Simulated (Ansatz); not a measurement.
```yaml
crystal:
  periodic: [false, false, false]
  atoms:
    - {symbol: C, position_ang: [0.391907, -0.990867, -1.370296]}
    - {symbol: C, position_ang: [-0.035586, 0.030583, -0.376068]}
    - {symbol: F, position_ang: [-1.524276, -0.130687, -0.780919]}
    - {symbol: O, position_ang: [0.309873, 1.116739, -0.149070]}
    - {symbol: Si, position_ang: [0.180389, 0.644544, 1.077132]}
    - {symbol: O, position_ang: [-0.841293, 1.225875, 2.170816]}
    - {symbol: H, position_ang: [0.447264, -0.622656, -2.355869]}
    - {symbol: H, position_ang: [1.525554, -1.296438, -0.916899]}
    - {symbol: H, position_ang: [0.122517, -2.088122, -1.491861]}
    - {symbol: H, position_ang: [1.358312, 0.315879, 2.184315]}
    - {symbol: H, position_ang: [-1.964701, 1.200160, 1.834287]}
basis:
  gaussian: {orbitals: cc-pVTZ-DK}
hamiltonian: {xc: {name: LC-wPBE}, pseudopotentials: {relativity: scalar}}
accuracy: high
scf: {lower_state_search: off}
relax: {f_tol: 0.001, max_steps: 1}
output: {forces: true}
```

```sh
$ ansatz run in.yaml --threads 4 --pin off --events-out ev --progress --plain --max-ram 10444MiB
```

It prints (some lines left out):

```
Functional definition: LC-wPBE
4977 factors; integrals over basis functions are off by at most 2.2e-9 eV
828 factors; integrals over basis functions are off by at most 9.8e-10 eV
mean field evaluation 1: about -16847.8557 eV, gradient 7.0e1 eV
mean field evaluation 2: about -16848.7856 eV, gradient 6.9e1 eV
mean field evaluation 4: about -16855.4175 eV, gradient 3.2e0 eV
mean field evaluation 8: about -16855.4384 eV, gradient 1.1e-1 eV
mean field evaluation 16: about -16855.4384 eV, gradient 2.8e-5 eV
mean field -16855.43843761 eV, -619.4259375556 hartree, gradient 2.8e-8 eV, S^2 0.000000; 0 other end points of the search recorded, 0 dependent functions left out
reference -16855.43843761 eV, -619.4259375556 hartree; 28, 28 occupied and 226, 226 virtual orbitals, 4977 factors
relax step   1: F+E_penalty+E_count = -16855.43843761 eV  Δ(F+E_penalty+E_count) = +0.000e0 eV  max|allowed force component| = 3.253e1 eV/Å  Δτ_max = 0.0000 Å  (22 SCF iters, accepted)
Error: geometry relaxation did not converge after 1 steps: max|allowed force component| = 3.25e1 eV/Å (threshold 1.0e-3). Raise `relax.max_steps` over both its present limit and 1, loosen `relax.f_tol`, or start from a geometry closer to equilibrium. Where this run's directory can be resumed (`checkpoint.write`), a resume goes on for up to `relax.max_steps` more
```

What is wrong with this run?

The relaxation is allowed too few steps for its threshold. The calculation stopped without meeting its thresholds.
